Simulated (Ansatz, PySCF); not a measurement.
CdTe, SMILES [Cd]=[Te].

Geometry: PBE0-D3(BJ)/def2-TZVP. The def2 effective core potentials stand for the cores of Cd, Te; spin–orbit coupling is left out.

Vertical ionisation energy (IE) and electron affinity (EA) in eV. Rows of orbital energies are one-electron estimates. Where ΔSCF, EOM or ADC give a negative EA the extra electron is unbound and the value depends on the basis.

| level | IE | EA |
|---|---|---|
| −ε(HOMO), −ε(LUMO), PBE0/def2-TZVPD (PySCF) | 5.79 | 4.01 |
| −ε(HOMO), −ε(LUMO), M06-2X/def2-TZVPD (PySCF) | 6.80 | 3.45 |
| −ε(HOMO), −ε(LUMO), PBE/def2-TZVPD (PySCF) | … | … |
| ΔSCF, ωB97X-V/def2-TZVPD (Ansatz), final states of multiplicity 2 and 2 | 7.53 | 2.32 |
| ΔSCF, PBE/def2-TZVPD (Ansatz), final states of multiplicity 2 and 2 | 7.74 | 2.24 |

Problem. Complete the blanks. (An estimate is asked for; the answer gives what the named calculation found.)

Solution. 
- −ε(HOMO), −ε(LUMO), PBE/def2-TZVPD (PySCF), IE: 4.94
- −ε(HOMO), −ε(LUMO), PBE/def2-TZVPD (PySCF), EA: 4.70

Problem. What vertical singlet–triplet gap does ΔSCF give with ωB97X-V/def2-TZVPD (Ansatz, a first-principles code) and with PBE/def2-TZVPD (Ansatz)? (The exact figures need the calculation; the answer reports its results.)

Solution. 0.12 and 0.32 eV (triplet above singlet where positive).
